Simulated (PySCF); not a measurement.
C2H2ClF (SMILES F/C=C\Cl), singlet, at a GFN2-xTB geometry; DF-B3LYP/def2-SVP (PySCF).

The PySCF input:
```python
from pyscf import gto, scf, dft

mol = gto.M(
    atom='''
F    -1.775455    0.254275   -0.091052
C    -1.017013   -0.812972    0.172490
C     0.305101   -0.781520    0.188550
Cl    1.234005    0.626243   -0.124886
H    -1.602570   -1.698779    0.369695
H     0.875049   -1.668879    0.406596
''',
    basis='def2-svp',
    charge=0,
    spin=0,
    verbose=4,
    max_memory=1800,
)

mf = dft.RKS(mol)
mf.xc = 'b3lyp'
mf = mf.density_fit(auxbasis='def2-universal-jkfit')
mf.kernel()
```

Output, abridged:

```
PySCF version 2.14.0

[INPUT] verbose = 4
[INPUT] num. atoms = 6
[INPUT] num. electrons = 40
[INPUT] charge = 0
[INPUT] spin (= nelec alpha-beta = 2S) = 0
[INPUT] symmetry False subgroup None
[INPUT] Mole.unit = angstrom
[INPUT] Symbol           X                Y                Z      unit          X                Y                Z       unit  Magmom
[INPUT]  1 F     -1.775455000000   0.254275000000  -0.091052000000 AA   -3.355123696490   0.480510110324  -0.172063343094 Bohr   0.0
[INPUT]  2 C     -1.017013000000  -0.812972000000   0.172490000000 AA   -1.921876035122  -1.536294426940   0.325958859226 Bohr   0.0
[INPUT]  3 C      0.305101000000  -0.781520000000   0.188550000000 AA    0.576557330331  -1.476858760870   0.356307860787 Bohr   0.0
[INPUT]  4 Cl     1.234005000000   0.626243000000  -0.124886000000 AA    2.331931486344   1.183427757426  -0.236000336792 Bohr   0.0
[INPUT]  5 H     -1.602570000000  -1.698779000000   0.369695000000 AA   -3.028418395444  -3.210227056163   0.698622299621 Bohr   0.0
[INPUT]  6 H      0.875049000000  -1.668879000000   0.406596000000 AA    1.653602955575  -3.153724245038   0.768355083344 Bohr   0.0

nuclear repulsion = 145.371415282592
number of shells = 32
number of NR pGTOs = 122
number of NR cGTOs = 70
basis = def2-svp
ecp = {}

******** <class 'pyscf.df.df_jk.DFRKS'> ********
method = DFRKS
initial guess = minao
damping factor = 0
level_shift factor = 0
DIIS = <class 'pyscf.scf.diis.CDIIS'>
diis_start_cycle = 1
diis_space = 8
diis_damp = 0
SCF conv_tol = 1e-09
SCF conv_tol_grad = None
SCF max_cycles = 50
direct_scf = False
XC library pyscf.dft.libxc version 7.1.2
    S. Lehtola, C. Steigemann, M. J. T. Oliveira, and M. A. L. Marques,  SoftwareX 7, 1–5 (2018)
XC functionals = b3lyp
    P. J. Stephens, F. J. Devlin, C. F. Chabalowski, and M. J. Frisch,  J. Phys. Chem. 98, 11623 (1994)
radial grids:
    Treutler-Ahlrichs [JCP 102, 346 (1995); DOI:10.1063/1.469408] (M4) radial grids

becke partition: Becke, JCP 88, 2547 (1988); DOI:10.1063/1.454033
pruning grids: <function nwchem_prune>
grids dens level: 3
symmetrized grids: False
atomic radii adjust function: <function treutler_atomic_radii_adjust>
small_rho_cutoff = 0
Set gradient conv threshold to 3.16228e-05
Initial guess from minao.
tot grids = 81000
******** <class 'pyscf.df.df.DF'> ********
auxbasis = def2-universal-jkfit
init E= -637.566239706528
  HOMO = -0.274202620312216  LUMO = -0.043343226244708  gap/eV = 6.28200
cycle= 1 E= -637.116845888875  delta_E= 0.449  |g|= 0.442  |ddm|= 2.61
  HOMO = -0.240178171125875  LUMO = -0.00815029967634784  gap/eV = 6.31380
cycle= 2 E= -637.079354274517  delta_E= 0.0375  |g|= 0.659  |ddm|= 1.12
  HOMO = -0.25079115055616  LUMO = 0.00508971774071743  gap/eV = 6.96287
cycle= 3 E= -637.151091965302  delta_E= -0.0717  |g|= 0.0645  |ddm|= 0.697
  HOMO = -0.259423473690821  LUMO = -0.00207830632188433  gap/eV = 7.00272
cycle= 4 E= -637.151837337371  delta_E= -0.000745  |g|= 0.0242  |ddm|= 0.0766
  HOMO = -0.258324541704203  LUMO = -0.00107153820513251  gap/eV = 7.00021
cycle= 5 E= -637.151958304772  delta_E= -0.000121  |g|= 0.0115  |ddm|= 0.0322
  HOMO = -0.257805772724485  LUMO = -0.000547780909463835  gap/eV = 7.00035
cycle= 6 E= -637.1519923722  delta_E= -3.41e-05  |g|= 0.00123  |ddm|= 0.0117
  HOMO = -0.258004592265677  LUMO = -0.000729762273749657  gap/eV = 7.00080
cycle= 7 E= -637.151992691605  delta_E= -3.19e-07  |g|= 0.000238  |ddm|= 0.00152
  HOMO = -0.257980277215965  LUMO = -0.000692863138747057  gap/eV = 7.00115
cycle= 8 E= -637.151992704018  delta_E= -1.24e-08  |g|= 9.38e-05  |ddm|= 0.000392
  HOMO = -0.257983496249521  LUMO = -0.00070297017919474  gap/eV = 7.00096
cycle= 9 E= -637.151992706524  delta_E= -2.51e-09  |g|= 2.05e-05  |ddm|= 0.000153
  HOMO = -0.257983538949369  LUMO = -0.000701798405007725  gap/eV = 7.00099
cycle= 10 E= -637.15199270663  delta_E= -1.06e-10  |g|= 2.7e-06  |ddm|= 2.33e-05
  HOMO = -0.257983562329246  LUMO = -0.000701622325363527  gap/eV = 7.00100
Extra cycle  E= -637.151992706627  delta_E= 3.52e-12  |g|= 4.15e-06  |ddm|= 8.04e-06
converged SCF energy = -637.151992706627
```
